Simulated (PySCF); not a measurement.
Compound: C₃H₁₂NPSi₂.
Structure used (GFN2-xTB), in Å, numbered top down from 1:
```xyz
19
C3H12NPSi2 angstrom
Si     2.5306   -1.7577    0.5363
N      1.7279   -0.4893   -0.3290
Si     0.5298    0.6314    0.2201
P      0.0716    1.9064   -1.5704
C     -1.0457   -0.2733    0.7238
C     -2.2058   -0.3373   -0.2302
C     -2.3039    0.5016    0.9977
H      1.6474   -2.1313    1.6358
H      2.7367   -2.8525   -0.4119
H      3.8180   -1.2862    1.0588
H      2.0858   -0.3183   -1.2553
H      1.0455    1.3873    1.3786
H      1.1443    2.7589   -1.3891
H     -0.7851    2.7546   -0.8972
H     -0.8966   -1.1524    1.3380
H     -2.7816   -1.2494   -0.2841
H     -2.1036    0.1692   -1.1818
H     -2.9475    0.1719    1.8002
H     -2.2776    1.5758    0.8824
```

The closed-shell SCF was solved with PySCF and density fitting under several settings on one GFN2-xTB geometry (grid level 2 and gas phase unless stated).

| settings | basis functions | SCF cycles | E (Eh) | HOMO (eV) | LUMO (eV) | dipole (D) |
| --- | --- | --- | --- | --- | --- | --- |
| PBE0/pcSseg-1 | 200 | 12 | -1096.0015 | -7.22 | 0.13 | 0.45 |
| PBE0/def2-SVPD | 248 | 13 | -1095.6641 | -7.23 | -0.05 | 0.29 |
| PBE0/pcSseg-1, energy threshold 1e-07 Eh, fitting basis def2-universal-jkfit | 200 | 8 | -1096.0015 | -7.22 | 0.13 | 0.45 |
| LC-wPBE/pcSseg-1, grid level 4, energy threshold 1e-06 Eh | 200 | 7 | -1096.2047 | -9.96 | 2.34 | 0.57 |
| OPBE/ANO-RCC-VDZP, grid level 4, damping 0.2 at the start, DIIS from the seventh cycle | 170 | 21 | -1096.0743 | -5.89 | -0.69 | 0.32 |

Estimate the rows for these settings: (1) HSE06/6-311G**; (2) PBE0/pcSseg-0, start guess atom.

```csv
settings,basis functions,SCF cycles,E (Eh),HOMO (eV),LUMO (eV),dipole (D)
HSE06/6-311G**,222,14,-1096.1835,-6.77,-0.34,0.47
"PBE0/pcSseg-0, start guess atom",99,10,-1094.5420,-7.01,0.38,1.00
```

Over all rows, what range does the HOMO–LUMO gap span?

From 5.20 eV (OPBE/ANO-RCC-VDZP, grid level 4, damping 0.2 at the start, DIIS from the seventh cycle) to 12.30 eV (LC-wPBE/pcSseg-1, grid level 4, energy threshold 1e-06 Eh). The functional of the narrowest has no exact exchange, that of the widest range-separated exact exchange.

And the dipole moment?

From 0.29 D (PBE0/def2-SVPD) to 1.00 D (PBE0/pcSseg-0, start guess atom); the largest is 3.45 times the smallest, and the median is 0.45 D.

Compare two rows with the functional PBE0: PBE0/pcSseg-1 and PBE0/pcSseg-0, start guess atom. Which energy is lower, and by how much?

PBE0/pcSseg-1 (200 functions) lies 1.4595 Eh or 916 kcal/mol below PBE0/pcSseg-0, start guess atom (99 functions).

Cycle counts include a coarse-grid stage where the run had one. All basis functions are spherical, in the Pople sets too. ANO-RCC sets were contracted for a scalar-relativistic Hamiltonian, but ran non-relativistically here.

One conformer stands for the species.
